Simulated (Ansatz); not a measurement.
Geometry optimisation, Ansatz 0.2.0, RKS PBE0/def2-SVP.

Input:

```yaml
crystal:
  periodic: [false, false, false]
  atoms:
    - { symbol: Al, position_ang: [0.284246, -0.202899, -0.316127] }
    - { symbol: H, position_ang: [1.481815, 0.435851, -1.065031] }
    - { symbol: C, position_ang: [0.615406, -1.109246, 1.382836] }
    - { symbol: C, position_ang: [-1.482647, -0.155989, -1.151444] }
    - { symbol: H, position_ang: [1.593656, 2.250968, -0.453302] }
    - { symbol: Cl, position_ang: [1.077032, 3.171343, 0.330306] }
    - { symbol: H, position_ang: [1.635205, -0.952359, 1.767237] }
    - { symbol: H, position_ang: [-0.092644, -0.782422, 2.163174] }
    - { symbol: H, position_ang: [0.467753, -2.1989, 1.274786] }
    - { symbol: H, position_ang: [-1.901351, -1.171872, -1.257913] }
    - { symbol: H, position_ang: [-2.199611, 0.404152, -0.525822] }
    - { symbol: H, position_ang: [-1.47896, 0.311374, -2.1484] }
basis:
  gaussian: { orbitals: def2-SVP }
hamiltonian:
  xc: pbe0
relax:
  f_tol: 0.03
  max_steps: 50
```

Command:

```bash
$ ansatz run input.yaml --threads 2 --pin off --max-ram 3072MiB --backend cpu --events-out ev --progress --plain --runs-dir out
```

Task: Where does it end, and by what steps?

Result: The forces met the threshold. The force dipped under the threshold on the way, but the program's further checks kept it going. After 20 steps the energy has fallen by 1.538 eV; H5 moved furthest, 1.62 Å. Parted: Al1–H2, H5–Cl6. Joined: Al1–Cl6, H2–H5.

```csv
step,energy less start (eV),largest force component (eV/Å),accepted
0,0.0000,0.670,yes
1,-0.0521,0.217,yes
2,-0.0871,0.144,yes
3,-0.1175,0.142,yes
4,-0.1397,0.060,yes
5,-0.1475,0.252,yes
6,-0.1644,0.274,yes
7,-0.2242,0.606,yes
8,-0.3713,1.058,yes
9,-0.7983,1.129,yes
10,-1.2227,1.537,yes
11,-1.4194,0.820,yes
12,-1.4882,1.013,yes
13,-1.5200,0.473,yes
14,-1.5286,0.139,yes
15,-1.5308,0.108,yes
16,-1.4990,0.429,no
17,-1.5358,0.071,yes
18,-1.5371,0.012,yes
19,-1.5376,0.050,yes
20,-1.5379,0.006,yes
```

```xyz
12
Properties=species:S:1:pos:R:3
Al -0.100 0.484 0.263
H 1.602 0.048 -1.293
C 0.666 -0.835 1.476
C -1.450 0.129 -1.097
H 1.734 0.784 -1.128
Cl 0.348 2.534 0.661
H 1.655 -0.530 1.853
H 0.014 -0.962 2.358
H 0.764 -1.829 1.008
H -1.371 -0.889 -1.513
H -2.460 0.218 -0.659
H -1.401 0.849 -1.929
```

Whether the end is a true minimum wasn't checked by a vibrational analysis.

Run time: 55 s on 2 threads of Arm Neoverse V1 (shared host), peak memory 0.21 GiB.
